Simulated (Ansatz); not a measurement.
Al₄Ga₄. The state is a singlet with charge 0. Geometry relaxed at PBE0-D4/def2-SVP.

```
atom   x (Å)   y (Å)   z (Å)
 Al1  -0.392   1.132   1.546
 Al2   1.808  -2.252  -0.114
 Al3   1.836  -0.025   1.097
 Al4  -0.590  -1.367   0.841
 Ga5  -1.643   0.044  -1.020
 Ga6   0.519  -0.943  -1.815
 Ga7  -2.497   1.978   0.353
 Ga8   0.959   1.432  -0.888
```

The restricted singlet is unstable towards broken spin symmetry at other levels; at PBE0-D4/def2-SVP this wasn't settled. The geometry of the singlet was relaxed on an unsound state (restricted singlet, unstable towards broken spin symmetry at other levels and untested here). The structure comes from a short search, and lower isomers may exist.

**Question.** Estimate the harmonic wavenumbers at RKS PBE0-D4/def2-SVP (Ansatz, unscaled). Is this a minimum?

**Answer.** 36, 45, 76, 88, 124, 133, 144, 158, 170, 191, 208, 235, 238, 256, 280, 307, 325, 391 cm⁻¹. Yes, no mode is imaginary beyond noise. Zero-point energy 20.4 kJ/mol. It took 5.9 min on 4 threads of Arm Neoverse V2 on a shared host, peak host memory 1.1 GiB.
